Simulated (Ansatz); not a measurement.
A run for Ansatz (an electronic-structure program): R-PBE/def2-TZVPP on BClH2OSe (SMILES OB(Cl)[SeH]), a point of a torsion scan.

Ansatz 0.2 input:
```yaml
crystal:
  periodic: [false, false, false]
  atoms:
    - {symbol: O, position_ang: [-0.67062157, -0.84847599, -0.38630416]}
    - {symbol: B, position_ang: [-0.24610834, 0.39268544, -0.14195694]}
    - {symbol: Cl, position_ang: [-1.31392576, 1.76240662, -0.06690796]}
    - {symbol: Se, position_ang: [1.60819039, 0.66449443, 0.33820906]}
    - {symbol: H, position_ang: [-1.37080050, -1.28240791, 0.09443470]}
    - {symbol: H, position_ang: [2.00750581, -0.71086567, 0.19631366]}
basis:
  gaussian:
    orbitals: def2-TZVPP
hamiltonian:
  xc: {name: PBE}
scf: {lower_state_search: off}
```

Program output:

```
WARN ansatz: RAYON_NUM_THREADS=1 ignored (pool sized by the plan → 1); use --threads N
Functional definition: PBE
these checks for a lower state are left out or cut short: stability, starts, cluster_reference, orbital_swaps, neighbouring_geometries, increment
integrals: 0.10 GiB planned
1119 factors; their error is unknown
mean field: 0.66 GiB planned
mean field evaluation 1: about -80607.4619 eV, gradient 6.4e1 eV
mean field evaluation 2: about -80569.6716 eV, gradient 1.5e2 eV
mean field evaluation 4: about -80614.2524 eV, gradient 1.2e1 eV
mean field evaluation 8: about -80614.5606 eV, gradient 2.3e-1 eV
mean field evaluation 16: about -80614.5232 eV, gradient 2.4e-4 eV
mean field -80614.52324052 eV, -2962.5290866027 hartree, gradient 5.5e-6 eV, S^2 0.000000; 0 other end points of the search recorded, 0 dependent functions left out
reference -80614.52327598 eV, -2962.5290879060 hartree; 33, 33 occupied and 147, 147 virtual orbitals, 1119 factors
Total energy: -80614.52327598 eV, -2962.5290879060 hartree
Checks for a lower state left out: stability, starts, cluster_reference, orbital_swaps, neighbouring_geometries, increment
```

The calculation finished and met its thresholds.

Cost: about 1.5 core-seconds (a rough figure).
